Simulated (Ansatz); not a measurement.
Geometry optimisation, RKS B3LYP-D4/def2-SVP (Ansatz).

The input (input.yaml):

```yaml
crystal:
  periodic: [false, false, false]
  atoms:
    - { symbol: "N", position_ang: [0.0568, -1.7101, -0.9798] }
    - { symbol: B, position_ang: [0.1367, -0.757, 0.2228] }
    - { symbol: "N", position_ang: [1.3412, -0.8257, 1.1007] }
    - { symbol: O, position_ang: [-0.8707, 0.1967, 0.5515] }
    - { symbol: C, position_ang: [-0.6977, 1.4059, -0.1102] }
    - { symbol: O, position_ang: [-1.7339, 2.3157, 0.226] }
    - { symbol: H, position_ang: [-0.81049, -1.44628, -1.4763] }
    - { symbol: H, position_ang: [0.87167, -1.60815, -1.55382] }
    - { symbol: H, position_ang: [1.4586, -1.7956, 1.4941] }
    - { symbol: H, position_ang: [2.2061, -0.636, 0.5327] }
    - { symbol: H, position_ang: [-0.6886, 1.2788, -1.1808] }
    - { symbol: H, position_ang: [0.2862, 1.8647, 0.2679] }
    - { symbol: H, position_ang: [-1.5765, 3.1751, -0.2603] }
basis:
  gaussian: { orbitals: def2-SVP }
hamiltonian:
  xc: b3lyp
  dispersion: d4
relax:
  f_tol: 0.015
  max_steps: 40
```

Launched with:

```bash
$ ansatz run input.yaml --threads 2 --pin off --max-ram 3072MiB --backend cpu --events-out ev --progress --plain --runs-dir out
```

Q: Where does it end, and by what steps?

A: The forces met the threshold. After 26 steps the energy has fallen by 2.062 eV; H9 moved furthest, 2.11 Å.

```json
{"step": "0", "energy less start (eV)": "0.0000", "largest force component (eV/Å)": "2.853", "accepted": "yes"}
{"step": "1", "energy less start (eV)": "-0.5074", "largest force component (eV/Å)": "1.888", "accepted": "yes"}
{"step": "2", "energy less start (eV)": "-0.6857", "largest force component (eV/Å)": "1.713", "accepted": "yes"}
{"step": "3", "energy less start (eV)": "-0.8384", "largest force component (eV/Å)": "0.819", "accepted": "yes"}
{"step": "4", "energy less start (eV)": "-0.9937", "largest force component (eV/Å)": "0.584", "accepted": "yes"}
{"step": "5", "energy less start (eV)": "-1.1110", "largest force component (eV/Å)": "0.796", "accepted": "yes"}
{"step": "6", "energy less start (eV)": "-1.2269", "largest force component (eV/Å)": "0.802", "accepted": "yes"}
{"step": "7", "energy less start (eV)": "-1.3462", "largest force component (eV/Å)": "0.637", "accepted": "yes"}
{"step": "8", "energy less start (eV)": "-1.4436", "largest force component (eV/Å)": "0.618", "accepted": "yes"}
{"step": "9", "energy less start (eV)": "-1.5245", "largest force component (eV/Å)": "0.542", "accepted": "yes"}
{"step": "10", "energy less start (eV)": "-1.5979", "largest force component (eV/Å)": "0.311", "accepted": "yes"}
{"step": "11", "energy less start (eV)": "-1.6415", "largest force component (eV/Å)": "0.315", "accepted": "yes"}
{"step": "12", "energy less start (eV)": "-1.6535", "largest force component (eV/Å)": "0.583", "accepted": "yes"}
{"step": "13", "energy less start (eV)": "-1.7265", "largest force component (eV/Å)": "0.413", "accepted": "yes"}
{"step": "14", "energy less start (eV)": "-1.7859", "largest force component (eV/Å)": "0.339", "accepted": "yes"}
{"step": "15", "energy less start (eV)": "-1.8176", "largest force component (eV/Å)": "1.020", "accepted": "yes"}
{"step": "16", "energy less start (eV)": "-1.8928", "largest force component (eV/Å)": "0.412", "accepted": "yes"}
{"step": "17", "energy less start (eV)": "-1.9387", "largest force component (eV/Å)": "0.306", "accepted": "yes"}
{"step": "18", "energy less start (eV)": "-1.9761", "largest force component (eV/Å)": "0.873", "accepted": "yes"}
{"step": "19", "energy less start (eV)": "-2.0175", "largest force component (eV/Å)": "0.429", "accepted": "yes"}
{"step": "20", "energy less start (eV)": "-2.0449", "largest force component (eV/Å)": "0.615", "accepted": "yes"}
{"step": "21", "energy less start (eV)": "-2.0294", "largest force component (eV/Å)": "0.454", "accepted": "no"}
{"step": "22", "energy less start (eV)": "-2.0565", "largest force component (eV/Å)": "0.244", "accepted": "yes"}
{"step": "23", "energy less start (eV)": "-2.0593", "largest force component (eV/Å)": "0.176", "accepted": "yes"}
{"step": "24", "energy less start (eV)": "-2.0614", "largest force component (eV/Å)": "0.055", "accepted": "yes"}
{"step": "25", "energy less start (eV)": "-2.0616", "largest force component (eV/Å)": "0.031", "accepted": "yes"}
{"step": "26", "energy less start (eV)": "-2.0616", "largest force component (eV/Å)": "0.010", "accepted": "yes"}
```

```xyz
13
Properties=species:S:1:pos:R:3
N 0.098 -1.806 -1.166
B 0.155 -0.644 -0.355
N 0.884 -0.566 0.863
O -0.536 0.473 -0.839
C -0.316 1.738 -0.301
O -0.756 1.856 1.030
H -0.328 -1.785 -2.082
H 0.499 -2.698 -0.912
H 0.666 0.164 1.531
H 1.389 -1.351 1.251
H -0.837 2.459 -0.958
H 0.760 1.985 -0.272
H -1.699 1.635 1.044
```

Run time: 120 s on 2 threads of Intel(R) Xeon(R) Platinum 8488C (Sapphire Rapids), on a shared host, peak memory 0.29 GiB.
